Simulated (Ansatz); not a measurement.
`F[SiH](F)[SiH2]Cl` + `CO[SiH2]S` → `CO[SiH2]S[SiH](F)F` + `[SiH3]Cl`  (cleavage of the Si–Si bond)

Calculated with Ansatz (gas phase, PBE0-D4/def2-TZVP geometries, no zero-point term in ΔE). CCSD(T)/CBS adds triple-zeta CCSD(T) − MP2 to the extrapolated MP2 energy (def2 sets, frozen cores). This one scheme is used for every species. DFT in def2-TZVPP. Each species was taken in one conformer, which may not be the lowest.

`F[SiH](F)[SiH2]Cl`:

Cartesian coordinates in Å:
```
F 0.910 0.987 -1.790
Si -0.146 1.001 -0.601
F -1.594 1.110 -1.254
Si 0.010 -1.015 0.592
Cl 1.844 -1.011 1.530
H 0.088 2.224 0.199
H -1.047 -1.102 1.629
H -0.066 -2.193 -0.306
```

`CO[SiH2]S`:

Z-matrix (Å, degrees):
```
C
O 1 1.410
H 1 1.091 2 108.1
H 1 1.096 2 111.7 3 119.3
H 1 1.095 2 111.3 3 -119.1
Si 2 1.639 1 122.6 3 -170.3
S 6 2.120 2 109.8 1 171.1
H 6 1.488 2 108.6 1 49.0
H 6 1.485 2 111.9 1 -72.6
H 7 1.344 6 94.3 2 -69.2
```

`CO[SiH2]S[SiH](F)F`:

Z-matrix (Å, degrees):
```
C
O 1 1.414
H 1 1.094 2 110.4
H 1 1.094 2 111.6 3 -121.5
H 1 1.091 2 108.2 3 119.0
Si 2 1.637 1 125.5 3 90.5
S 6 2.140 2 107.2 1 136.8
H 6 1.485 2 109.2 1 16.1
H 6 1.482 2 112.6 1 -107.1
Si 7 2.108 6 95.7 2 -32.3
F 10 1.589 7 111.1 6 -48.2
F 10 1.585 7 106.4 6 -164.3
H 10 1.468 7 115.5 6 75.8
```

`[SiH3]Cl`:

Z-matrix (Å, degrees):
```
Si
Cl 1 2.054
H 1 1.481 2 108.5
H 1 1.481 2 108.5 3 -120.0
H 1 1.481 2 108.5 3 120.0
```

CCSD(T)/CBS gives -92.7 kJ/mol.

Question: Another level gave -85.4 kJ/mol. Which?
A. CCSD(T)/def2-TZVPP
B. SCS-MP2/def2-TZVPP
C. PBE0-D4/def2-TZVPP
D. MP2/def2-TZVPP

Answer: C. PBE0-D4 -85.4, MP2/def2-TZVPP -102.0, CCSD(T)/def2-TZVPP -91.8, SCS-MP2/def2-TZVPP -97.5 kJ/mol.

Largest T1 diagnostic among the species: 0.012.

The D4 term adds −9.2 kJ/mol with B3LYP and −5.0 kJ/mol with PBE0; it sums over pairs of atoms, weighted by their polarisabilities, and B3LYP, whose exchange is more repulsive, gets the larger term. From PBE to PBE0 (25 % exact exchange), in def2-TZVPP and without D4, ΔE moves by −6.6 kJ/mol.

CCSD(T)/CBS has its own doubt, a few kJ/mol and more with outer-core shells, so smaller differences from it don't rank the levels.

B3LYP here is the variant with VWN-RPA as its local correlation; programs differ in this.
